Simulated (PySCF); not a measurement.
**Ag₂S: bending curve**

These are results of PBE0/[S def2-TZVP, Ag def2-TZVP with ECP28], scalar-relativistic core potentials, density fitting, no spin–orbit coupling, PySCF, not measurements.

Rigid scan from the singlet minimum (Ag–Ag 3.045 Å, S–Ag 2.300 Å (×2); Ag–Ag–S 48.5° (×2), Ag–S–Ag 82.9°). Coordinate: the Ag–S–Ag angle, bonds fixed. Energies in kJ/mol from the minimum.

Problem. Predict the curve at 80, 90, 100, 110, 120, 130, 140, 150, 160, 170, 180.

Solution. 
| bond angle (°) | E (kJ/mol) | dipole size (D) |
| --- | --- | --- |
| 80 | 0.3 | 5.05 |
| 90 | 1.4 | 4.79 |
| 100 | 5.5 | 4.41 |
| 110 | 11.8 | 3.94 |
| 120 | 20.7 | 3.38 |
| 130 | 32.0 | 2.76 |
| 140 | 44.9 | 2.11 |
| 150 | 58.6 | 1.46 |
| 160 | 71.6 | 0.85 |
| 170 | 81.5 | 0.35 |
| 180 | 85.5 | 0.00 |

With the bonds held, the linear shape lies 85.5 kJ/mol from the minimum.

Other isomers or separated fragments may lie lower.
